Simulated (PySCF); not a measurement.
A structure optimised at B3LYP-D3(BJ)/def2-SVP, used in a PySCF frequency run:

```
In
F 1 1.9529
F 1 1.9570 2 114.14
S 1 2.3877 2 124.11 3 180.00
H 4 1.3560 1 91.43 2 180.00
```
Charge 0, spin multiplicity 1.

### Question
Write its SMILES, formula and point group.

### Answer
[F][In]([F])[SH], F2HInS, Cs

### Question
What are its rotational constants (standard atomic weights)?

### Answer
4.8601, 2.2590, 1.5422 GHz
